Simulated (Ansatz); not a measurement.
Relaxation of [WO3F]- (WO3F⁻) with RKS r2SCAN-D4/def2-SVPD.

```sh
$ ansatz run in.yaml --threads 4 --pin off --events-out ev --progress --plain --max-ram 3916MiB
```

```yaml
crystal:
  periodic: [false, false, false]
  atoms:
    - {symbol: W, position_ang: [0.044770, 0.077410, 0.031980]}
    - {symbol: O, position_ang: [0.013660, -0.013420, 1.745060]}
    - {symbol: O, position_ang: [1.642770, 0.014430, -0.589260]}
    - {symbol: O, position_ang: [-0.825570, 1.432830, -0.558850]}
    - {symbol: F, position_ang: [-0.875620, -1.511260, -0.628940]}
basis:
  gaussian: {orbitals: def2-SVPD}
total_charge: -1
hamiltonian: {xc: r2scan, dispersion: d4}
scf: {lower_state_search: "off"}
output: {orbitals: {seedname: orbitals}}
relax: {f_tol: 0.02, max_steps: 100}
```

Run time 9 s (4 threads of Arm Neoverse V2 on a shared host).

Positions (Å) and forces (eV/Å) at steps 1, 2, 3, 4, 5 of 5:

```xyz
5
step=1 energy=-10682.4939 eV
W     0.045    0.077    0.032   -1.937   -3.339   -1.383
O     0.014   -0.013    1.745    0.190    0.276    2.543
O     1.643    0.014   -0.589    2.455    0.315   -0.697
O    -0.826    1.433   -0.559   -0.976    2.283   -0.655
F    -0.876   -1.511   -0.629    0.268    0.465    0.192
5
step=2 energy=-10682.6922 eV
W    -0.002   -0.004   -0.002    0.594    1.023    0.429
O     0.042    0.035    1.763   -0.135   -0.225   -0.490
O     1.668    0.063   -0.568   -0.504   -0.230    0.038
O    -0.796    1.479   -0.538    0.055   -0.552    0.031
F    -0.911   -1.573   -0.655   -0.010   -0.016   -0.007
5
step=3 energy=-10682.7182 eV
W     0.015    0.026    0.011   -0.068   -0.117   -0.048
O     0.028    0.011    1.769    0.016    0.029   -0.058
O     1.669    0.039   -0.584   -0.050    0.028    0.035
O    -0.818    1.468   -0.553    0.050   -0.029    0.034
F    -0.895   -1.544   -0.643    0.051    0.089    0.037
5
step=4 energy=-10682.7186 eV
W     0.013    0.022    0.009    0.038    0.065    0.027
O     0.029    0.013    1.765   -0.001   -0.002    0.026
O     1.666    0.041   -0.581    0.024   -0.002   -0.010
O    -0.814    1.466   -0.551   -0.014    0.020   -0.009
F    -0.894   -1.542   -0.642   -0.047   -0.081   -0.034
5
step=5 energy=-10682.7189 eV
W     0.013    0.022    0.009    0.004    0.007    0.003
O     0.029    0.013    1.766    0.001    0.001   -0.005
O     1.667    0.041   -0.581   -0.005    0.001    0.002
O    -0.815    1.467   -0.551    0.003   -0.004    0.002
F    -0.895   -1.544   -0.643   -0.003   -0.006   -0.002
```

In the def2 sets W takes a core potential; there is no spin–orbit coupling.
